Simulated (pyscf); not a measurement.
Single points on ωB97X-D3(BJ)/def2-SVP structures (PySCF, gas phase). MP2 and CC: frozen core, UHF for open shells. ΔMP2 is the change of the MP2 total energy from the triple- to the quadruple-zeta basis. Singlets are restricted, triplets unrestricted.

Singlet (Å):
```xyz
4

Si     0.7484     0.1300     0.2709
Te    -0.4004    -0.1362    -1.8559
H      0.6940     1.6425     0.0638
H     -0.4335    -1.7961    -1.8020
```

Triplet (Å):
```xyz
4

Si     1.0705     0.3579    -0.1692
Te     0.0123    -0.4279    -2.2257
H      0.4424     1.5102     0.5605
H     -0.9207    -1.5946    -1.4926
```

For these two minima of `[SiH][TeH]`, which spin state lies lower at CCSD(T)/def2-TZVPP + ΔMP2(QZVPP), and by how much (electronic energies)?

The singlet, by 1.43 eV. Zero-point energy shifts E(triplet) − E(singlet) by -0.02 eV. Other isomers of :HSi–TeH [singlet] were not searched in full and may lie lower. 

E(triplet) − E(singlet) by level (eV):

| level | gap |
|---|---|
| ωB97X-D3(BJ)/def2-TZVP | +1.41 |
| PBE/def2-TZVP | +1.28 |
| r²SCAN/def2-TZVP | +1.09 |
| B3LYP-D3(BJ)/def2-TZVP | +1.39 |
| PBE0-D3(BJ)/def2-TZVP | +1.22 |
| M06-2X/def2-TZVP | +1.34 |
| ωB97M-D3(BJ)/def2-TZVP | +1.55 |
| HF/def2-TZVP | +0.67 |
| MP2/def2-QZVPP | +1.38 |
| CCSD/def2-TZVPP | +1.34 |
| CCSD(T)/def2-TZVPP | +1.39 |
| CCSD(T)/def2-TZVPP + ΔMP2(QZVPP) | +1.43 |

The triplet is the lowest one reached from the SCF start used. The CCSD(T) − MP2 part came from Ansatz, without density fitting, on the same reference. The frozen core leaves the outer d or s,p core shells of the metals and heavy elements correlated in the MP2 and CC values, and def2-TZVPP describes them poorly, which can shift differences by a few kcal/mol. Elements past Kr carry the def2 core potentials, without spin-orbit coupling.
